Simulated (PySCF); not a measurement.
## Static response to an electric field

Compound: C3H8O2S2Si.
Atom-mapped SMILES: `[O:1]=[S:2]1(=[O:3])[CH2:4][CH:5]([S:6][SiH3:7])[CH2:8]1` (hydrogens: H9, H10 on C4; H11 on C5; H12, H13, H14 on Si7; H15, H16 on C8)

Geometry (GFN2-xTB, Å), atoms numbered from 1 in this order:
```
atom  x, y, z in Å
O1    -1.777   -1.389   -1.634
S2    -0.781   -0.713   -0.858
O3     0.474   -0.425   -1.498
C4    -0.549   -1.355    0.833
C5    -0.743    0.074    1.346
S6     0.818    0.881    1.843
Si7    2.188    0.839    0.159
C8    -1.387    0.708    0.111
H9     0.411   -1.807    1.056
H10   -1.362   -2.026    1.094
H11   -1.365    0.134    2.240
H12    2.579   -0.533   -0.103
H13    1.679    1.709   -0.884
H14    3.286    1.518    0.846
H15   -2.473    0.710    0.139
H16   -1.006    1.685   -0.167
```

Level: PBE0/def2-SVPD (PySCF), static field, nuclei fixed, core orbitals frozen in the response. The polarisability tensor in these axes (au):

```
x   113.63  10.60   1.37
y    10.60  94.84   5.90
z     1.37   5.90 103.69
```

Task: Give the principal values, the mean and the anisotropy Δα = √{½[(α1 − α2)² + (α2 − α3)² + (α1 − α3)²]}.

Result: Principal values 88.50, 104.36 and 119.31 au; mean 104.06 au = 15.42 Å³ = 17.16 × 10⁻⁴⁰ C²·m²/J; Δα = 26.69 au (26 % of the mean).

Task: What is the dipole moment, and where does it point?

Result: (-1.38, 0.32, 2.54) D, 2.91 D in size, pointing from the negative to the positive side. Measured along this direction, the outermost atoms are O3 at the negative end and H11 at the positive end.

Task: Refractivity n − 1 of an ideal gas of it at 400 K and 1 atm, from the electronic α?

Result: N = p/kT = 1.8347 × 10¹⁹ cm⁻³, so n − 1 = 2π × N × 15.42 × 10⁻²⁴ cm³ = 1778 × 10⁻⁶ at long wavelengths, for an ideal gas.

Task: In TDDFT the mean static polarisability is Σ f/ω² over all singlet excitations (ω in hartree). How much of it do the 8 lowest give? Their energies (eV) and oscillator strengths: 5.64, 0.0091; 5.95, 0.0080; 6.17, 0.0006; 6.38, 0.0034; 6.49, 0.0000; 6.91, 0.0139; 7.22, 0.0294; 7.27, 0.0001.

Result: They add up to 1.09 au, 1.0 % of the 104.06 au; the largest single term is 0.42 au, from the state at 7.22 eV. Terms in order: 0.21, 0.17, 0.01, 0.06, 0.00, 0.22, 0.42, 0.00 au. Higher excitations give the rest. The strengths listed sum to 0.064.

Task: Give the eigenvalues of the traceless quadrupole moment Θ = ½Σq(3rr − r²1), origin at the centre of nuclear charge.

Result: -21.93, 10.35, 11.58 D·Å. The values depend on the origin, since the dipole doesn't vanish. The electronic extent ⟨r²⟩ about the same centre is 1478 bohr², a root-mean-square distance of 2.17 Å for the 88 electrons.

Task: Estimate the molar refractivity from the static electronic polarisability.

Result: Lorentz–Lorenz: R = (4π/3)N_A α = 2.5225 cm³/(mol·Å³) × 15.42 Å³ = 38.9 cm³/mol, in the limit of long wavelengths.

Task: Find the Langevin capture rate constant for O2+ (31.990 u) meeting this molecule (167.973 u), k = 2.342 × 10⁻⁹ cm³/s × √(α in Å³ / reduced mass in u).

Result: The reduced mass is 26.87 u, so k = 1.77 × 10⁻⁹ cm³/s. The formula leaves out the permanent dipole, which adds to the capture rate.

The structure is a single GFN2-xTB conformer in the gas phase; no vibrational or solvent corrections.

The run behind these numbers computed excited states as well. The run took 41 s on one thread of an x86-64 server, on a shared host.
